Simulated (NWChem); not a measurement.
System: CH3Si, doublet; SMILES [CH]=[SiH2]

Parts of the log:

```
             Northwest Computational Chemistry Package (NWChem) 7.3.0
             --------------------------------------------------------

                             Geometry "geometry" -> ""
                             -------------------------

 Output coordinates in angstroms (scale by  1.889725989 to convert to a.u.)

  No.       Tag          Charge          X              Y              Z
 ---- ---------------- ---------- -------------- -------------- --------------
    1 C                    6.0000    -0.11002500    -1.30245600     0.00000000
    2 Si                  14.0000    -0.05672800     0.47228400     0.00000000
    3 H                    1.0000     0.89189600    -1.77759800     0.00000000
    4 H                    1.0000     1.05331000     1.49360000     0.00000000
    5 H                    1.0000    -1.35185900     1.20719100     0.00000000

 Effective nuclear repulsion energy (a.u.)      43.5233017352

                                 NWChem DFT Module
                                 -----------------

 Summary of "ao basis" -> "ao basis" (spherical)
 ------------------------------------------------------------------------------
       Tag                 Description            Shells   Functions and Types
 ---------------- ------------------------------  ------  ---------------------
 C                         6-311++g**               10       22   5s4p1d
 Si                        6-311++g**               14       30   7s6p1d
 H                         6-311++g**                5        7   4s1p

 in cosmo_initialize ...
 calling solv_data for solv:h2o

 solvent parameters
 solvname_short: h2o
 solvname_long:  water
 dielec:       78.4000
 dielecinf:     1.7769
 aqueous SMD model solvent descriptors
 dielec:       78.4000
 sola:          0.8200

          ---------------
          -cosmo- solvent
          ---------------
 Cosmo: York-Karplus, doi: 10.1021/jp992097l
 dielectric constant -eps-     =  78.40
 screen = (eps-1)/(eps    )    =   0.98724
 surface charge correction     = lagrangian

   van der Waals surface
 --------------------------

[...]

                                COSMO-SMD solvation results
                                ---------------------------

             internal energy in gas <Psi(g)|H|Psi(g)> =      -329.261173231491
         internal energy in solvent <Psi(s)|H|Psi(s)> =      -329.256725943614
                               delta internal energy  =         0.004447287877 (    2.79 kcal/mol)
   total free energy in solvent <Psi(s)|H+V/2|Psi(s)> =      -329.272868797673
 polarization energy contribution <Psi(s)|V/2|Psi(s)> =        -0.016142854059 (  -10.13 kcal/mol)
    total free energy in solvent including G(SMD-CDS) =      -329.265970121635
                       G(SMD-CDS) energy contribution =         0.006898676038 (    4.33 kcal/mol)
     1 M fixed-concentration free energy of solvation =        -0.004796890144 (   -3.01 kcal/mol)

                    DFT Final Alpha Molecular Orbital Analysis
                    ------------------------------------------

 Vector   10  Occ=1.000000D+00  E=-3.613186D-01
              MO Center= -4.1D-01,  2.6D-01, -2.3D-08, r^2= 2.9D+00
   Bfn.  Coefficient  Atom+Function         Bfn.  Coefficient  Atom+Function
  ----- ------------  ---------------      ----- ------------  ---------------
    68      0.260392  5 H  s                 38     -0.218336  2 Si px
    69      0.195740  5 H  s                  8     -0.173671  1 C  py
    39      0.156930  2 Si py                67      0.157377  5 H  s
    54      0.128891  3 H  s                 12     -0.122774  1 C  py
    35     -0.122688  2 Si px                 4     -0.119373  1 C  py

 Vector   11  Occ=1.000000D+00  E=-2.722826D-01
              MO Center= -7.8D-02, -6.1D-01,  6.6D-07, r^2= 2.2D+00
   Bfn.  Coefficient  Atom+Function         Bfn.  Coefficient  Atom+Function
  ----- ------------  ---------------      ----- ------------  ---------------
    40      0.342460  2 Si pz                13      0.312650  1 C  pz
     9      0.294607  1 C  pz                 5      0.190736  1 C  pz
    37      0.144511  2 Si pz                43      0.127896  2 Si pz
    34     -0.113962  2 Si pz                31     -0.065376  2 Si pz
    49     -0.057576  2 Si d -1              17      0.041855  1 C  pz

 Vector   12  Occ=1.000000D+00  E=-2.464516D-01
              MO Center= -2.0D-01, -1.1D+00, -5.0D-07, r^2= 2.2D+00
   Bfn.  Coefficient  Atom+Function         Bfn.  Coefficient  Atom+Function
  ----- ------------  ---------------      ----- ------------  ---------------
    10      0.323565  1 C  s                 11     -0.288011  1 C  px
     7     -0.255049  1 C  px                 6      0.204663  1 C  s
    62      0.198543  4 H  s                  3     -0.177616  1 C  px
     8     -0.170240  1 C  py                12     -0.166262  1 C  py
    14      0.147729  1 C  s                 28     -0.135458  2 Si s

 Vector   13  Occ=0.000000D+00  E=-8.510631D-02
              MO Center= -6.4D-02, -2.6D-02, -5.1D-07, r^2= 3.6D+00
   Bfn.  Coefficient  Atom+Function         Bfn.  Coefficient  Atom+Function
  ----- ------------  ---------------      ----- ------------  ---------------
    40      0.453337  2 Si pz                43      0.427568  2 Si pz
    13     -0.402396  1 C  pz                 9     -0.264851  1 C  pz
    17     -0.259352  1 C  pz                 5     -0.175722  1 C  pz
    47      0.161209  2 Si pz                37      0.159912  2 Si pz
    34     -0.124828  2 Si pz                49      0.075487  2 Si d -1

[...]
```

Level: B3LYP/6-311++G** (spherical d), spin-unrestricted, SMD on the gas-phase geometry. In the optimisation the excess spin sits in a" (Cs, its own frame). Coordinates come from a PBE0/def2-SVP, spin-unrestricted optimisation. No stability test was run on the SCF state. Solvent: water.

Q: Which NWChem input produces such a log?

A: Several could match; the one computed here: the input that was run:
```
start job
memory heap 200 mb stack 900 mb global 1100 mb
geometry units angstroms noautosym nocenter noautoz
  C     -0.110025    -1.302456     0.000000
  Si    -0.056728     0.472284     0.000000
  H      0.891896    -1.777598     0.000000
  H      1.053310     1.493600     0.000000
  H     -1.351859     1.207191     0.000000
end
basis spherical
  * library 6-311++g**
end
dft
  odft
  mult 2
  xc b3lyp
  iterations 150
end
cosmo
  do_cosmo_smd true
  solvent water
end
task dft energy
```
